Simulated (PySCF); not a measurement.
Species: C3H4Cl2OSi.
Cartesian coordinates in Å at the PBE0-D3(BJ)/def2-SVP level; atoms count from 1:
```
atom  x, y, z in Å
C1     2.564   -0.911    0.285
C2     1.570   -0.231    0.110
Si3    0.062    0.785   -0.123
O4    -0.314    1.008   -1.714
C5    -1.342   -0.180    0.733
Cl6   -1.674   -1.629   -0.268
Cl7   -2.783    0.847    0.901
H8     3.443   -1.514    0.435
H9     0.223    2.120    0.495
H10   -0.632    0.228   -2.182
H11   -1.081   -0.548    1.734
```

Computed, not measured: PySCF 2.14.0, PBE0-D3(BJ)/def2-SVP geometry optimisation, gas phase.

Masses are those of the commonest isotopes; rigid-rotor values at the optimised geometry. The values belong to one conformer with, in the numbering `[CH:1]#[C:2][Si@@H:3]([OH:4])[CH:5]([Cl:6])[Cl:7]`, C2–Si3–O4–H 70°, C2–Si3–C5–Cl6 -71°.

(1) What are A, B and C (MHz)?

(2) What kind of rotor is it?

(3) What does the inertial defect say?

(4) Give the other two planar moments, Paa and Pbb, and the rms extents of the mass along the axes.

(5) Where do the levels up to J = 2 lie, in K?

(6) Which lines would a microwave search look for?

(7) Estimate the classical rotational partition function at 10 K, 50 K and 200 K.

## Answers

(1) Ia = 249.61, Ib = 512.20, Ic = 594.97 u·Å²; 505379 MHz·u·Å²/I gives A = 2025, B = 986.7, C = 849.4 MHz.

(2) An asymmetric top. Ray's parameter κ = (2B − A − C)/(A − C) = -0.766; −1 is the prolate and +1 the oblate limit.

(3) Not planar: Δ = Ic − Ia − Ib = -166.85 u·Å². For a rigid frame Δ = −2 Σ m c², so Σ m c² = 83.42 u·Å² lies off the ab plane: 9.07 from hydrogen and 74.36 from heavier atoms. The atom farthest from that plane is 2.15 Å away.

(4) Paa = Σ m a² = (Ib + Ic − Ia)/2 = 428.78 and Pbb = Σ m b² = (Ia + Ic − Ib)/2 = 166.19 u·Å². With the mass M = 153.94 u, the rms extents √(P/M) along a, b and c are 1.67, 1.04, 0.74 Å.

(5) Above 0(0,0), as E/k:
J = 1: 1(0,1) 0.088, 1(1,1) 0.138, 1(1,0) 0.145
J = 2: 2(0,2) 0.264, 2(1,2) 0.308, 2(1,1) 0.327, 2(2,1) 0.477, 2(2,0) 0.477

(6) The dipole components are |μa| = 1.51 D, |μb| = 1.21 D, |μc| = 0.99 D. Intensities carry the squares of the components, which stand as 1.00 : 0.65 : 0.43 (a : b : c). Some of the stronger lines:

```json
{"type": "a", "branch": "Q", "J(Ka,Kc)": "2(1,1) ← 2(1,2)", "MHz": "412", "lower level (cm⁻¹)": "0.214"}
{"type": "c", "branch": "Q", "J(Ka,Kc)": "2(1,2) ← 2(0,2)", "MHz": "913", "lower level (cm⁻¹)": "0.183"}
{"type": "c", "branch": "Q", "J(Ka,Kc)": "1(1,1) ← 1(0,1)", "MHz": "1038", "lower level (cm⁻¹)": "0.061"}
{"type": "b", "branch": "Q", "J(Ka,Kc)": "1(1,0) ← 1(0,1)", "MHz": "1175", "lower level (cm⁻¹)": "0.061"}
{"type": "b", "branch": "Q", "J(Ka,Kc)": "2(1,1) ← 2(0,2)", "MHz": "1325", "lower level (cm⁻¹)": "0.183"}
{"type": "a", "branch": "R", "J(Ka,Kc)": "1(0,1) ← 0(0,0)", "MHz": "1836", "lower level (cm⁻¹)": "0.000"}
{"type": "b", "branch": "R", "J(Ka,Kc)": "2(0,2) ← 1(1,1)", "MHz": "2621", "lower level (cm⁻¹)": "0.096"}
{"type": "b", "branch": "R", "J(Ka,Kc)": "1(1,1) ← 0(0,0)", "MHz": "2874", "lower level (cm⁻¹)": "0.000"}
{"type": "c", "branch": "R", "J(Ka,Kc)": "1(1,0) ← 0(0,0)", "MHz": "3011", "lower level (cm⁻¹)": "0.000"}
{"type": "c", "branch": "Q", "J(Ka,Kc)": "2(2,1) ← 2(1,1)", "MHz": "3114", "lower level (cm⁻¹)": "0.228"}
{"type": "b", "branch": "Q", "J(Ka,Kc)": "2(2,0) ← 2(1,1)", "MHz": "3127", "lower level (cm⁻¹)": "0.228"}
{"type": "b", "branch": "Q", "J(Ka,Kc)": "2(2,1) ← 2(1,2)", "MHz": "3526", "lower level (cm⁻¹)": "0.214"}
{"type": "a", "branch": "R", "J(Ka,Kc)": "2(1,2) ← 1(1,1)", "MHz": "3535", "lower level (cm⁻¹)": "0.096"}
{"type": "a", "branch": "R", "J(Ka,Kc)": "2(0,2) ← 1(0,1)", "MHz": "3659", "lower level (cm⁻¹)": "0.061"}
{"type": "a", "branch": "R", "J(Ka,Kc)": "2(1,1) ← 1(1,0)", "MHz": "3809", "lower level (cm⁻¹)": "0.100"}
{"type": "b", "branch": "R", "J(Ka,Kc)": "2(1,2) ← 1(0,1)", "MHz": "4573", "lower level (cm⁻¹)": "0.061"}
{"type": "c", "branch": "R", "J(Ka,Kc)": "2(1,1) ← 1(0,1)", "MHz": "4985", "lower level (cm⁻¹)": "0.061"}
{"type": "b", "branch": "R", "J(Ka,Kc)": "2(2,1) ← 1(1,0)", "MHz": "6923", "lower level (cm⁻¹)": "0.100"}
{"type": "c", "branch": "R", "J(Ka,Kc)": "2(2,0) ← 1(1,0)", "MHz": "6936", "lower level (cm⁻¹)": "0.100"}
{"type": "c", "branch": "R", "J(Ka,Kc)": "2(2,1) ← 1(1,1)", "MHz": "7061", "lower level (cm⁻¹)": "0.096"}
{"type": "b", "branch": "R", "J(Ka,Kc)": "2(2,0) ← 1(1,1)", "MHz": "7073", "lower level (cm⁻¹)": "0.096"}
```

(7) Point group C1, symmetry number σ = 1; q = (√π/σ)·√((kT/h)³/(ABC)), k/h = 20836.6 MHz/K: 4090 at 10 K, 45800 at 50 K, 366000 at 200 K.

PBE0-D3(BJ)/def2-SVP frequencies: not computed here. These are rigid-rotor constants of the computed structure; measured ground-state constants (B0) also hold zero-point vibration. Quadrupole hyperfine structure (35Cl) is left out.
